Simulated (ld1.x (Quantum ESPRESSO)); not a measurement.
# Transferability test, PAW potential for Zn

ld1.x (Quantum ESPRESSO) 7.5 input, shortened:

```
&input
   title='Zn', zed=30., rel=0, dft='PZ', iswitch=3,
   config='[Ar] 3d10 4s2 4p0'
 /
 &inputp
   pseudotype=3, lpaw=.true., tm=.true., lloc=-1, rcloc=1.20,
   nlcc=.true., new_core_ps=.true., rcore=1.05,
   which_augfun='BESSEL', rmatch_augfun=1.00
 /
6
4S  1  0   2.00   0.00  1.85  2.00  0.0
4S  1  0   0.00   4.15  1.85  2.00  0.0
3P  2  1   6.00   0.00  1.00  1.10  0.0
4P  3  1   0.00   0.00  1.00  1.10  0.0
3D  3  2  10.00   0.00  1.05  1.40  0.0
3D  3  2   0.00   0.50  1.05  1.40  0.0
 &test
   configts(1)='3p6 3d10 4s2 4p0'
 /
```

Energies are relative to the spin-unpolarised reference configuration 3p6 3d10 4s2 4p0; without spin polarisation the order of configurations can differ from experiment. Spin-polarised rows fill each open shell by Hund’s rule, majority spin first. Not all tests gave a result: 1 of 9 tests not solved or not reliable. Left out of the table: 3p6 3d10 4s1 4p0 (spin-polarised) (solver errors, printed error -3999 eV).

(1) Give the all-electron excitation energy and the error of the potential for: 3p6 3d10 4s1 4p0; 3p6 3d10 4s0 4p0; 3p6 3d9 4s0 4p0; 3p5 3d10 4s2 4p0; 3p6 3d10 4s0 4p2; 3p6 3d9 4s2 4p0; 3p6 3d10 4s1.5 4p0; 3p6 3d9 4s0 4p0 (spin-polarised).

Levels in the configuration 3p6 3d9 4s2 4p0:

```
level  all-electron (eV)  pseudo (eV)
   3p            -99.319      -99.423
   3d            -27.185      -27.283
   4s            -15.941      -15.911
```

Note: ghost state, extra bound levels that the all-electron valence spectrum of the same l lacks: s at -7.4 eV. A true bound ghost makes a file unfit for plane-wave use.

Answers

(1)

```
           valence configuration  charge  ΔE all-electron (eV)  error AE − PS (meV)
                3p6 3d10 4s1 4p0      +1                 9.965                  -15
                3p6 3d10 4s0 4p0      +2                28.362                  +12
                 3p6 3d9 4s0 4p0      +3                69.539                  -28
                3p5 3d10 4s2 4p0      +1                90.952                  -63
                3p6 3d10 4s0 4p2       0                10.285                  +11
                 3p6 3d9 4s2 4p0      +1                18.696                  -51
              3p6 3d10 4s1.5 4p0    +0.5                 3.983                 -4.0
3p6 3d9 4s0 4p0 (spin-polarised)      +3                69.266                  -28
```

These tests converged, but a pseudo level misses the all-electron one widely, so the file describes the atom poorly there or has found another state: 3p6 3d10 4s0 4p2: empty 4s by 2.4 eV (a node warning on the way).
